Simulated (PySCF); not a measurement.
**The 19-electron isoelectronic series, spin-free X2C**

Calculated with PySCF 2.14 from differences of total energies of unrestricted determinants, without spin-orbit coupling. Each ion has its own even-tempered basis scaled to its charge (18s12p8d4f3g for the first); frozen: [Ne]. Ionisation energies in eV, correlation energies of the ion in mhartree.

```json
{"ion": "Ru²⁵⁺", "configuration": "[Ar] 3d1 (2D)", "UHF": "1250.6", "LDA": "1251.9", "PBE": "1252.3", "PBE0": "1252.3", "r2SCAN": "1252.7", "MP2 (outer shells)": "1250.6", "E_corr MP2": "-422.6", "NIST (with spin-orbit, Breit and QED)": "1253 ± 4 (t)"}
{"ion": "Rh²⁶⁺", "configuration": "[Ar] 3d1 (2D)", "UHF": "1340.8", "LDA": "1342.0", "PBE": "1342.5", "PBE0": "1342.5", "r2SCAN": "1342.9", "MP2 (outer shells)": "1340.8", "E_corr MP2": "-427.0", "NIST (with spin-orbit, Breit and QED)": "1344 ± 4 (t)"}
{"ion": "Pd²⁷⁺", "configuration": "[Ar] 3d1 (2D)", "UHF": "1434.0", "LDA": "1435.3", "PBE": "1435.8", "PBE0": "1435.7", "r2SCAN": "1436.2", "MP2 (outer shells)": "1434.0", "E_corr MP2": "-430.8", "NIST (with spin-orbit, Breit and QED)": "1438 ± 4 (t)"}
{"ion": "Ag²⁸⁺", "configuration": "[Ar] 3d1 (2D)", "UHF": "1530.4", "LDA": "1531.6", "PBE": "1532.1", "PBE0": "1532.1", "r2SCAN": "1532.6", "MP2 (outer shells)": "1530.3", "E_corr MP2": "-434.5", "NIST (with spin-orbit, Breit and QED)": "1535 ± 4 (t)"}
{"ion": "Cd²⁹⁺", "configuration": "[Ar] 3d1 (2D)", "UHF": "1629.7", "LDA": "1630.9", "PBE": "1631.5", "PBE0": "1631.4", "r2SCAN": "1632.0", "MP2 (outer shells)": "1629.7", "E_corr MP2": "-438.1", "NIST (with spin-orbit, Breit and QED)": "1635 ± 4 (t)"}
{"ion": "Sn³¹⁺", "configuration": "[Ar] 3d1 (2D)", "UHF": "1837.7", "LDA": "1838.8", "PBE": "1839.5", "PBE0": "1839.4", "r2SCAN": "1840.0", "MP2 (outer shells)": "1837.6", "E_corr MP2": "-445.4", "NIST (with spin-orbit, Breit and QED)": "1844 ± 4 (t)"}
{"ion": "Sb³²⁺", "configuration": "[Ar] 3d1 (2D)", "UHF": "1946.3", "LDA": "1947.4", "PBE": "1948.1", "PBE0": "1948.0", "r2SCAN": "1948.6", "MP2 (outer shells)": "1946.1", "E_corr MP2": "-449.0", "NIST (with spin-orbit, Breit and QED)": "1954 ± 4 (t)"}
{"ion": "Te³³⁺", "configuration": "[Ar] 3d1 (2D)", "UHF": "2057.9", "LDA": "2059.0", "PBE": "2059.7", "PBE0": "2059.6", "r2SCAN": "2060.2", "MP2 (outer shells)": "2057.8", "E_corr MP2": "-451.8", "NIST (with spin-orbit, Breit and QED)": "2066 ± 5 (t)"}
{"ion": "I³⁴⁺", "configuration": "[Ar] 3d1 (2D)", "UHF": "2172.6", "LDA": "2173.7", "PBE": "2174.5", "PBE0": "2174.4", "r2SCAN": "2175.0", "MP2 (outer shells)": "2172.5", "E_corr MP2": "-455.3", "NIST (with spin-orbit, Breit and QED)": "2181 ± 5 (t)"}
```

(1) Interpolate the row of In³⁰⁺.

Each ion has its own basis, which adds noise of up to about 0.1 % along the series.

NIST values marked (s) are semi-empirical, (t) theoretical. Open shells are high-spin determinants of the terms that Hund's rules give.

Spin-orbit coupling of the open shells is absent from the calculated values and included in NIST's; it grows fast with Z.

## Answers

(1) configuration [Ar] 3d1 (2D); UHF 1732.2; LDA 1733.3; PBE 1734.0; PBE0 1733.9; r2SCAN 1734.5; MP2 (outer shells) 1732.1; E_corr MP2 -441.8; NIST (with spin-orbit, Breit and QED) 1738 ± 4 (t).
